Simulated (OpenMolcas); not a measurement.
Multiconfigurational calculation on neutral selenium

Input:

```
&GATEWAY
Coord
1

Se 0.0 0.0 0.0
Basis=ANO-RCC
Group=XYZ
NoMove
AngMom=0.0 0.0 0.0
AMFI
&SEWARD
* reference wave functions (RASSCF and RASSI steps not shown): 6 electrons in 9 orbitals (RAS2 4s 4p; RAS3 4d, at most 2 electrons)
>>> COPY JOB001 $Project.JobIph
&CASPT2
Multistate=3 1 2 3
Frozen=3 6
IPEA=0.25
Shift=0.2
MaxIter=60
WThr=0.0 0.3 0.05
PrWF=0.5
NoMix
>>> COPY JOB002 $Project.JobIph
&CASPT2
Multistate=6 1 2 3 4 5 6
Frozen=3 6
IPEA=0.25
Shift=0.2
MaxIter=60
WThr=0.0 0.3 0.05
PrWF=0.5
NoMix
>>> COPY JOB003 $Project.JobIph
&CASPT2
Multistate=3 1 2 3
Frozen=3 6
IPEA=0.25
Shift=0.2
MaxIter=60
WThr=0.0 0.3 0.05
PrWF=0.5
NoMix
```

Launched by
```bash
OMP_NUM_THREADS=1 MOLCAS_MEM=2252 MOLCAS_PROJECT=a pymolcas a.inp > a.log  # once for each step of the input, in one work folder
```

Output, cut to the results:

```
--- CASPT2 ---
Orbital specifications:
      -----------------------

      Symmetry species                           1   2
                                                ag  au
      Frozen orbitals                            3   6
      Inactive orbitals                          5   0
      Active orbitals                            6   3
      Secondary orbitals                        43  43
      Deleted orbitals                           0   0
      Number of basis functions                 57  52
Type of calculation                        MS-CASPT2
      Fock operator                              state-specific
      IPEA shift                                 0.25
      Real shift                                 0.20
      Imaginary shift                            0.00
      The input orbitals will be transformed to quasi-canonical
Reference energy:       -2428.0417380265
      E2 (Non-variational):      -0.2836519544
      Shift correction:          -0.0075798697
      E2 (Variational):          -0.2912318241
      Total energy:           -2428.3329698505
      Residual norm:              0.0000002744
      Reference weight:           0.96348
      Contributions to the CASPT2 correlation energy
      Active & Virtual Only:         -0.0569070523
      One Inactive Excited:          -0.0589575255
      Two Inactive Excited:          -0.1677873766
Reference energy:       -2428.0417380265
      E2 (Non-variational):      -0.2836530062
      Shift correction:          -0.0075803101
      E2 (Variational):          -0.2912333164
      Total energy:           -2428.3329713429
      Residual norm:              0.0000002745
      Reference weight:           0.96348
      Contributions to the CASPT2 correlation energy
      Active & Virtual Only:         -0.0569081111
      One Inactive Excited:          -0.0589575186
      Two Inactive Excited:          -0.1677873766
::    CASPT2 Root  1     Total energy:  -2428.33296985
::    CASPT2 Root  2     Total energy:  -2428.33297134
::    CASPT2 Root  3     Total energy:  -2428.33296985
::    MS-CASPT2 Root  1     Total energy:  -2428.33297134
::    MS-CASPT2 Root  2     Total energy:  -2428.33296985
::    MS-CASPT2 Root  3     Total energy:  -2428.33296985
--- CASPT2 ---
Orbital specifications:
      -----------------------

      Symmetry species                           1   2
                                                ag  au
      Frozen orbitals                            3   6
      Inactive orbitals                          5   0
      Active orbitals                            6   3
      Secondary orbitals                        43  43
      Deleted orbitals                           0   0
      Number of basis functions                 57  52
Type of calculation                        MS-CASPT2
      Fock operator                              state-specific
      IPEA shift                                 0.25
      Real shift                                 0.20
      Imaginary shift                            0.00
      The input orbitals will be transformed to quasi-canonical
Reference energy:       -2427.9956812501
      E2 (Non-variational):      -0.2904808880
      Shift correction:          -0.0083139336
      E2 (Variational):          -0.2987948216
      Total energy:           -2428.2944760718
      Residual norm:              0.0000002848
      Reference weight:           0.96009
      Contributions to the CASPT2 correlation energy
      Active & Virtual Only:         -0.0638994262
      One Inactive Excited:          -0.0588878330
      Two Inactive Excited:          -0.1676936288
Reference energy:       -2427.9956812501
      E2 (Non-variational):      -0.2903515557
      Shift correction:          -0.0082942341
      E2 (Variational):          -0.2986457899
      Total energy:           -2428.2943270400
      Residual norm:              0.0000002656
      Reference weight:           0.96018
      Contributions to the CASPT2 correlation energy
      Active & Virtual Only:         -0.0637824725
      One Inactive Excited:          -0.0588755891
      Two Inactive Excited:          -0.1676934942
::    CASPT2 Root  1     Total energy:  -2428.29447607
::    CASPT2 Root  2     Total energy:  -2428.29432704
::    CASPT2 Root  3     Total energy:  -2428.29444961
::    CASPT2 Root  4     Total energy:  -2428.29443306
::    CASPT2 Root  5     Total energy:  -2428.29435767
::    CASPT2 Root  6     Total energy:  -2428.23615864
::    MS-CASPT2 Root  1     Total energy:  -2428.29490021
::    MS-CASPT2 Root  2     Total energy:  -2428.29475244
::    MS-CASPT2 Root  3     Total energy:  -2428.29452005
::    MS-CASPT2 Root  4     Total energy:  -2428.29415521
::    MS-CASPT2 Root  5     Total energy:  -2428.29375843
::    MS-CASPT2 Root  6     Total energy:  -2428.23611576
--- CASPT2 ---
Orbital specifications:
      -----------------------

      Symmetry species                           1   2
                                                ag  au
      Frozen orbitals                            3   6
      Inactive orbitals                          5   0
      Active orbitals                            6   3
      Secondary orbitals                        43  43
      Deleted orbitals                           0   0
      Number of basis functions                 57  52
Type of calculation                        MS-CASPT2
      Fock operator                              state-specific
      IPEA shift                                 0.25
      Real shift                                 0.20
      Imaginary shift                            0.00
      The input orbitals will be transformed to quasi-canonical
Reference energy:       -2427.6910225532
      E2 (Non-variational):      -0.2826999529
      Shift correction:          -0.0086609326
      E2 (Variational):          -0.2913608855
      Total energy:           -2427.9823834387
      Residual norm:              0.0000007845
      Reference weight:           0.95849
...
```

Levels above the lowest, from the spin-orbit matrix with the single-state CASPT2 energies, averaged by term, on its diagonal:

```csv
Configuration,Term,J,E (cm-1),Measured (cm-1),g,Term weight %
4s2 4p4,3P,2,0.0,0.0,1.493,98
4s2 4p4,3P,1,1813,1989,1.501,100
4s2 4p4,3P,0,2370,2534,,99
4s2 4p4,1D,2,9590,9576,1.008,98
4s2 4p4,1S,0,22500,22446,,99
```

Against the 4 measured excited levels shown (NIST Handbook of Basic Atomic Spectroscopic Data) the mean absolute deviation is 100 cm-1; the largest miss in energy is 4s2 4p4 3P1: computed 1813, measured 1989 cm-1 (-8.9 %).

CASPT2 breaks the degeneracy within a term, and the mean is taken; among the terms shown or strongly mixed into the levels shown the widest spread is 33 cm-1 (4s2 4p4 1D). Active for correlation alone: 4d; no level in the range computed is led by a configuration that fills it, so any true level of that kind is missing. Computed and measured levels are paired by configuration, term and J; levels that our copy of the source lacks, or whose pairing is in doubt (as where it misses far off the trend of its configuration), stay unpaired and out of the deviations. Levels of configurations outside the active space are missing. The first state left out of the spin-orbit step lies near 93000 cm-1 above the lowest spin-free state of the reference (among the parities and spins computed), and the list stops at four fifths of that energy or lower.

The CASPT2 steps took 16 s on 1 thread of AMD EPYC 9R45 (Zen 5), on a shared host; the integral step is not counted.

The term weight is that of the spin-free term in the level, not the purity of its configuration.
